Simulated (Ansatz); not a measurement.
`S=C[SiH2]S` + H₂Se → `S=C[SiH2][SeH]` + H₂S  (ligand exchange at the Si–S bond)

Gas-phase electronic energies from Ansatz, PBE0-D4/def2-TZVP geometries. CCSD(T)/CBS is the MP2 limit (def2-TZVPP, def2-QZVPP) plus CCSD(T) − MP2 in def2-TZVPP, frozen cores. This one scheme is used for every species. Functionals use def2-TZVPP. For Se outer-core shells are correlated without core-valence functions, which leaves a few kJ/mol of doubt a bond. Scalar relativity is left out up to krypton. One conformer a species, not always the lowest.

`S=C[SiH2]S`:

Z-matrix (Å, degrees):
```
Si
C 1 1.877
S 1 2.136 2 109.2
H 1 1.485 2 110.2 3 114.0
H 1 1.480 2 108.4 3 -123.1
S 2 1.611 1 122.6 3 113.8
H 2 1.095 1 118.1 3 -64.0
H 3 1.344 1 94.1 2 -63.7
```

H₂Se:

Cartesian coordinates in Å:
```
Se -0.684 0.016 -0.006
H 0.317 -0.792 0.698
H 0.367 0.776 -0.692
```

`S=C[SiH2][SeH]`:

Z-matrix (Å, degrees):
```
Si
C 1 1.877
Se 1 2.283 2 110.1
H 1 1.478 2 109.2 3 117.0
H 1 1.486 2 109.2 3 -120.1
S 2 1.611 1 122.8 3 -117.2
H 2 1.095 1 118.1 3 61.7
H 3 1.469 1 92.8 2 -78.4
```

H₂S:

```xyz
3

S    -0.002   -0.618    0.039
H     0.439    0.363    0.841
H    -0.438    0.255   -0.880
```

| level | ΔE (kcal/mol) | difference from CCSD(T)/CBS |
| --- | --- | --- |
| PBE-D4 | -0.4 | 0.5 |
| PBE0-D4 | -0.5 | 0.4 |
| B2PLYP | -0.4 | 0.5 |
| r2SCAN | -0.2 | 0.7 |
| SCS-MP2/def2-TZVPP | -0.6 | 0.3 |
| CCSD/def2-TZVPP | -0.6 | 0.3 |
| HF/def2-QZVPP | -0.3 | 0.6 |
| MP2/def2-QZVPP | -1.0 | -0.1 |
| HF/CBS(def2) | -0.3 | 0.6 |
| CCSD/CBS(def2) | -1.0 | -0.1 |
| CCSD(T)/CBS | -0.9 | 0 |

Largest T1 diagnostic among the species: 0.014.
